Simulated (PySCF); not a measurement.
# Electronic structure of Ru (ruthenium, neutral) at the UHF level

Configuration: [Kr] 4d7 5s1, high-spin 5F determinant. All numbers are calculated (PySCF 2.14, scalar relativity by spin-free X2C-1e, in x2c-TZVPall (8s6p6d1f, 63 functions)).

```json
{"Total energy": "-4527.987600 hartree", "One-electron energy": "-6246.9750 hartree", "Hartree (Coulomb) energy": "1851.5738 hartree", "Exchange energy": "-132.5864 hartree", "⟨S²⟩": "6.0034", "⟨L²⟩": "12.041", "Sum of ⟨r⟩": "32.16 bohr", "Sum of ⟨r²⟩": "52.79 bohr²", "Langevin diamagnetic susceptibility": "-41.8 ×10⁻⁶ cm³/mol", "Time after the integrals": "0.49 s of wall time on 1 thread of Neoverse-V1 (shared host)"}
```

```csv
shell,electrons,mean orbital energy (eV),spread (eV),"rms radius, mean of both spins (bohr)"
1s α,1,-22234.0,0,0.0384
1s β,1,-22234.0,0,0.0384
2s α,1,-3276.6,0,0.158
2s β,1,-3275.8,0,0.158
2p α,3,-2929.0,0,0.140
2p β,3,-2928.3,0,0.140
3s α,1,-611.22,0,0.428
3s β,1,-610.79,0,0.428
3p α,3,-493.79,0,0.432
3p β,3,-493.33,0,0.432
3d α,5,-304.79,0.258,0.419
3d β,5,-303.76,0.972,0.419
4s α,1,-95.837,0,1.09
4s β,1,-91.241,0,1.09
4p α,3,-61.202,0,1.22
4p β,3,-55.382,0,1.22
4d α,5,-11.469,0.979,1.83
4d β,2,-8.987,0,1.83
5s α,1,-6.483,0,3.81
```

Densities and radii are taken from the X2C orbitals without a picture-change correction, which distorts them close to the nucleus.
